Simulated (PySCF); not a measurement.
Electronic structure of Sn⁺ (tin, charge +1) at the UHF level

Configuration: [Kr] 4d10 5s1 5p2, high-spin 4P determinant (an excited configuration). All numbers are calculated (PySCF 2.14, scalar relativity by spin-free X2C-1e, in x2c-TZVPPall).

| Item | Value |
| --- | --- |
| Total energy | -6173.340005 hartree |
| One-electron energy | -8473.7367 hartree |
| Hartree (Coulomb) energy | 2464.2898 hartree |
| Exchange energy | -163.8931 hartree |
| ⟨S²⟩ | 3.7535 |
| ⟨L²⟩ | 2.016 |
| Sum of ⟨r⟩ | 32.69 bohr |
| Sum of ⟨r²⟩ | 48.23 bohr² |
| Traceless quadrupole moment −½Σ⟨3z² − r²⟩ along its main axis | 4.04 e·bohr² |
| Langevin diamagnetic susceptibility | -38.2 ×10⁻⁶ cm³/mol |

```json
{"shell": "1s α", "electrons": "1", "mean orbital energy (eV)": "-29355.1", "spread (eV)": "0", "rms radius, mean of both spins (bohr)": "0.0333"}
{"shell": "1s β", "electrons": "1", "mean orbital energy (eV)": "-29354.9", "spread (eV)": "0", "rms radius, mean of both spins (bohr)": "0.0333"}
{"shell": "2s α", "electrons": "1", "mean orbital energy (eV)": "-4532.2", "spread (eV)": "0", "rms radius, mean of both spins (bohr)": "0.136"}
{"shell": "2s β", "electrons": "1", "mean orbital energy (eV)": "-4532.1", "spread (eV)": "0", "rms radius, mean of both spins (bohr)": "0.136"}
{"shell": "2p α", "electrons": "3", "mean orbital energy (eV)": "-4065.0", "spread (eV)": "0.012", "rms radius, mean of both spins (bohr)": "0.121"}
{"shell": "2p β", "electrons": "3", "mean orbital energy (eV)": "-4064.9", "spread (eV)": "0.081", "rms radius, mean of both spins (bohr)": "0.121"}
{"shell": "3s α", "electrons": "1", "mean orbital energy (eV)": "-922.01", "spread (eV)": "0", "rms radius, mean of both spins (bohr)": "0.361"}
{"shell": "3s β", "electrons": "1", "mean orbital energy (eV)": "-921.73", "spread (eV)": "0", "rms radius, mean of both spins (bohr)": "0.361"}
{"shell": "3p α", "electrons": "3", "mean orbital energy (eV)": "-765.23", "spread (eV)": "0.058", "rms radius, mean of both spins (bohr)": "0.362"}
{"shell": "3p β", "electrons": "3", "mean orbital energy (eV)": "-765.03", "spread (eV)": "0.223", "rms radius, mean of both spins (bohr)": "0.362"}
{"shell": "3d α", "electrons": "5", "mean orbital energy (eV)": "-523.16", "spread (eV)": "0.163", "rms radius, mean of both spins (bohr)": "0.341"}
{"shell": "3d β", "electrons": "5", "mean orbital energy (eV)": "-523.13", "spread (eV)": "0.196", "rms radius, mean of both spins (bohr)": "0.341"}
{"shell": "4s α", "electrons": "1", "mean orbital energy (eV)": "-169.46", "spread (eV)": "0", "rms radius, mean of both spins (bohr)": "0.874"}
{"shell": "4s β", "electrons": "1", "mean orbital energy (eV)": "-168.82", "spread (eV)": "0", "rms radius, mean of both spins (bohr)": "0.874"}
{"shell": "4p α", "electrons": "3", "mean orbital energy (eV)": "-119.64", "spread (eV)": "0.105", "rms radius, mean of both spins (bohr)": "0.949"}
{"shell": "4p β", "electrons": "3", "mean orbital energy (eV)": "-119.25", "spread (eV)": "0.516", "rms radius, mean of both spins (bohr)": "0.949"}
{"shell": "4d α", "electrons": "5", "mean orbital energy (eV)": "-44.997", "spread (eV)": "0.412", "rms radius, mean of both spins (bohr)": "1.18"}
{"shell": "4d β", "electrons": "5", "mean orbital energy (eV)": "-44.551", "spread (eV)": "0.630", "rms radius, mean of both spins (bohr)": "1.18"}
{"shell": "5s α", "electrons": "1", "mean orbital energy (eV)": "-24.849", "spread (eV)": "0", "rms radius, mean of both spins (bohr)": "2.51"}
{"shell": "5p α", "electrons": "2", "mean orbital energy (eV)": "-15.437", "spread (eV)": "0", "rms radius, mean of both spins (bohr)": "3.06"}
```

Densities and radii are taken from the X2C orbitals without a picture-change correction, which distorts them close to the nucleus.

Spin-orbit constants ζ (cm⁻¹) from the X2C one-electron operator on these orbitals: bare nucleus, nucleus screened by l(l+1)(2l+1)/3 electrons, and screened by the Breit-Pauli mean field of the electrons.

| shell | bare | screened nucleus | mean field |
| --- | --- | --- | --- |
| 2p | 1234000 | 1184000 | 1163000 |
| 3p | 228700 | 219500 | 214900 |
| 3d | 34290 | 27430 | 26320 |
| 4p | 38170 | 36650 | 35790 |
| 4d | 3980 | 3184 | 2989 |
| 5p | 2905 | 2789 | 2716 |

To first order the Landé constant is A = 905.5 cm⁻¹, so the lowest level has J = 1/2 and lies 0.281 eV below the centre of the term. This holds in LS coupling only.
